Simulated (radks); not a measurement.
Question: The mean radii <r> (bohr) of the occupied orbitals of an atom or ion are listed with their occupations. Calculated with a radial shooting solver on a logarithmic mesh with Libxc functionals: Dirac Kohn-Sham, PBE, spin-unpolarised, spherical densities, finite nucleus; Fermi nuclear charge, rms radius of each element as measured or else 0.836 A^(1/3) + 0.57 fm.

| orbital | occ. | <r> |
|---|---|---|
| 1s1/2 | 2 | 0.04149 |
| 2s1/2 | 2 | 0.1832 |
| 2p1/2 | 2 | 0.1573 |
| 2p3/2 | 4 | 0.1613 |
| 3s1/2 | 2 | 0.5300 |
| 3p1/2 | 2 | 0.5332 |
| 3p3/2 | 4 | 0.5437 |
| 3d3/2 | 4 | 0.5525 |
| 3d5/2 | 6 | 0.5564 |
| 4s1/2 | 2 | 1.508 |
| 4p1/2 | 2 | 1.737 |
| 4p3/2 | 2 | 1.770 |
| 5s1/2 | 1 | 4.193 |

Name the element and its charge. Open shells, if any, fill j = l - 1/2 first.

Answer: Z = 36, krypton, charge +1: Kr+ in [Ar] 3d10 4s2 4p4 5s1. The 1s radius gives Z: for a bare nucleus <r> = (2 gamma + 1)/(2Z) with gamma = sqrt(1 - (Z/c)^2), 0.04069 bohr for Z = 36, and screening makes it slightly larger (0.04149 here). The occupations add up to 35, and the charge is Z minus that.
